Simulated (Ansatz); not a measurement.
The lowest singlet and triplet of OH (SMILES [OH+]); geometries from B3LYP-D3(BJ)/def2-TZVP, each state relaxed from the structure named, with no frequency check, low spin by broken symmetry.
Singlet (charge 1, multiplicity 1):
```xyz
2

O      0.000     0.000    -0.116
H      0.000     0.000     0.925
```
Triplet (charge 1, multiplicity 3):
```xyz
2

O      0.000     0.000    -0.116
H      0.000     0.000     0.925
```

A positive gap puts the triplet lower; no zero-point energy. R- takes a restricted singlet, here one determinant of a half-filled degenerate or near-degenerate pair, which mixes singlet states. U- takes an unrestricted singlet (broken symmetry where lower, unprojected). The triplet is unrestricted in single-reference levels. Active spaces average the two states.

Correlated levels freeze the cores.

The values were computed with Ansatz (Gaussian orbitals). Each number belongs to the level named beside it.

Problem. One of these levels gives 86.73 kcal/mol for the gap E(singlet) − E(triplet), adiabatic. Name it.
A. R-HF/cc-pVTZ
B. U-wB97M-V/def2-TZVPP (spin-contaminated)
C. U-PBE/def2-TZVPP (spin-contaminated)
D. SA-CASSCF(6,5)/cc-pVDZ

Solution. A, R-HF/cc-pVTZ. The others give 17.97 (U-PBE/def2-TZVPP (spin-contaminated)), 23.27 (U-wB97M-V/def2-TZVPP (spin-contaminated)), 58.57 (SA-CASSCF(6,5)/cc-pVDZ)

Doubts at one or more of the structures used: a restricted determinant that unrestricted orbitals would lower (R-HF/cc-pVTZ).

Ansatz is an electronic-structure program.
